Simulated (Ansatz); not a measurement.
```xyz
12

O     0.8450    0.6190    1.0408
C     0.6741   -0.4390   -0.0517
Si    0.3050    0.3457   -1.6969
Al   -0.5385   -0.7133    1.4486
S    -2.5914    0.0543    1.4548
H     1.7291    0.5904    1.4191
H     1.5448   -1.0963   -0.0541
H     0.0984   -0.7617   -2.6673
H     1.4038    1.2268   -2.1837
H    -0.9341    1.1626   -1.6089
H    -0.0577   -1.6041    2.6608
H    -2.4785    0.6156    0.2385
```

Charge 0, multiplicity 1. The bonds changed during the relaxation, so this is another structure than the one it started from.

**Question.** List the ωB97M-V/def2-TZVPP orbital energies in eV (Ansatz 0.2.0). (Best estimate.)

**Answer.** The calculation gave: Occupied: -2426.14, -1806.96, -1532.09, -528.02, -282.44, -220.15, -163.26, -163.16, -163.10, -148.06, -116.66, -102.17, -102.17, -102.16, -76.28, -76.18, -76.15, -32.70, -22.45, -22.04, -18.49, -17.60, -15.45, -14.26, -13.62, -12.94, -12.24, -11.80, -11.64, -10.53, -9.88, -9.36. Lowest empty: 1.11, 1.61, 2.15, 2.54, 2.76, 3.00, 3.33, 3.39.
